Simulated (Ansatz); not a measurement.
Mulliken charges of CH5ClGeSe (`C[Se][GeH2][Cl]`) from r2SCAN/def2-TZVPP in Ansatz (PBE0-D4/def2-TZVP geometry).

```csv
atom,x (Å),y (Å),z (Å),charge (e)
C1,-0.854,1.233,0.595,-0.252
Se2,0.460,1.165,-0.852,-0.161
Ge3,0.808,-1.132,-0.768,0.386
Cl4,1.632,-1.687,1.155,-0.325
H5,-0.408,0.867,1.517,0.115
H6,-1.738,0.655,0.334,0.107
H7,-1.124,2.282,0.710,0.101
H8,1.827,-1.521,-1.843,0.019
H9,-0.514,-1.907,-0.865,0.009
```

Question: By hand: the dipole of these point charges (1 e Å = 4.8032 D).

Answer: Σ q r = (-0.394, -0.033, -0.445) e Å, of length 0.595 e Å = 2.86 D.

Question: How does the dipole of the full density compare? (Best estimate.)

Answer: Computed: (-0.343, 0.084, -0.118) e Å, 1.79 D; the point charges give 1.60 times that, at 33° from its direction.

Point charges leave out the atoms' own dipoles, such as those of lone pairs, and Mulliken's split depends on the basis, so the two needn't agree.
